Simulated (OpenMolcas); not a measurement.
## Pt2+: ligand-field states by method

Pt2+ with its 6 nearest oxide ions at 2.405 Å, on the Ca site of CaO (a = 4.8105 Å, distance in the model lattice 2.405 Å). The rest of the host is ab initio model potentials to 7.6 Å and point charges beyond; the distance is set by hand and nothing relaxes. Ligand basis ANO-RCC-VDZP.
```
Pt    0.0000    0.0000    0.0000
O     2.4050    0.0000    0.0000
O     0.0000    2.4050    0.0000
O    -2.4050    0.0000    0.0000
O     0.0000   -2.4050    0.0000
O     0.0000    0.0000    2.4050
O     0.0000    0.0000   -2.4050
```

* Program: OpenMolcas 26.06
* Basis: ANO-RCC-VTZP [8s7p5d3f1g]
* Scalar Hamiltonian: DKH2, point nucleus
* Active space: 8 electrons in 5 orbitals (5d)
* State averaging: 2S+1 = 3 even, 10 roots; 2S+1 = 1 even, 15 roots
* Spin-orbit coupling: RASSI with atomic mean-field integrals over the reference wave functions

I. CASSCF
II. SS-CASPT2, IPEA 0.25 Eh, imaginary shift 0.1 Eh (closed shells correlated: 5s 5p and the ligand valence shells)

Spin-free states (labels of O, the rotations of Oh) in cm-1, each column counted from its own energy of the first state listed:

| State | Degeneracy | I | II |
| --- | --- | --- | --- |
| 3A2 | 1 | 0 | 0 |
| 1E | 2 | 11179 | 5010 |
| 3T2 | 3 | 17585 | 20710 |
| 1A1 | 1 | 20147 | 12130 |
| 3T1 | 3 | 24738 | 26320 |
| 1T2 | 3 | 28197 | 26740 |
| 1T1 | 3 | 31545 | 29040 |
| 3T1 | 3 | 38858 | 43580 |
| 1E | 2 | 48038 | 49970 |
| 1T2 | 3 | 48131 | 50000 |
| 1A1 | 1 | 65271 | 61430 |

From I to II, I's first state of the same spin (3T2) moves from 17585 to 20710 cm-1, by about +3100 cm-1.

From I to II, I's first state of another spin (1E) moves from 11179 to 5010 cm-1, by about -6200 cm-1.

I: A least-squares ligand-field fit to the states below 45000 cm-1, each weighted by its degeneracy and with a free common offset, gives 10Dq = 17381 cm-1, B = 745 cm-1 and C = 2582 cm-1 (C/B = 3.47), with an rms deviation of 97 cm-1. The same method and metal basis give the free ion B = 865 cm-1 (fit to its terms below 60000 cm-1, rms deviation 8 cm-1), so the nephelauxetic ratio is β = 745 / 865 = 0.86; it hangs on how both fits weigh the states, and computed free-ion B values tend to be too large, so β mixes covalency with correlation.

χT at 300 K: I 1.59, II 1.51 cm3 K/mol.

The states above are spin-free; spin-orbit coupling is strong here and shifts and splits them by thousands of cm-1.

Roots that are degenerate in the reference are averaged as groups; the widest CASPT2 spread within a group is 540 cm-1 (the 3-fold group of multiplicity 3 near 20700 cm-1 above the lowest state of its run, II). Shifts and gaps below about the spread of the groups concerned are not significant. Over all roots computed the reference weight is 0.66 to 0.68 in II; a low but even weight reflects the number of correlated electrons. Real 4d8 and 5d8 ions are as a rule square planar and diamagnetic. The least metal-like active orbital is 81 % on the metal (Löwdin) and no ligand orbital is active, so the numbers are rough. Ligand-to-metal charge-transfer states are missing. With no ligand orbital active B as a rule stays too high, so bands that hang on it stand too high and its fall with covalency is understated. Without dynamic correlation the repulsion within the d shell is too large (B by tens of per cent), so at a given field states of lower spin stand too high (holds for I). With metal d orbitals alone the field can be off either way by tens of per cent (holds for I). With one d shell and no ligand orbital active, 10Dq can be off by a tenth or more (holds for II). The distance lies 6 % over the 2.259 Å that this model takes as the normal distance (a Shannon-type radius plus a fixed donor radius, weighted with the host); by an R⁻⁵ law this alone changes a d-shell field by about -27 %. No measured value stands beside these numbers; the geometry was set by hand and not optimised.
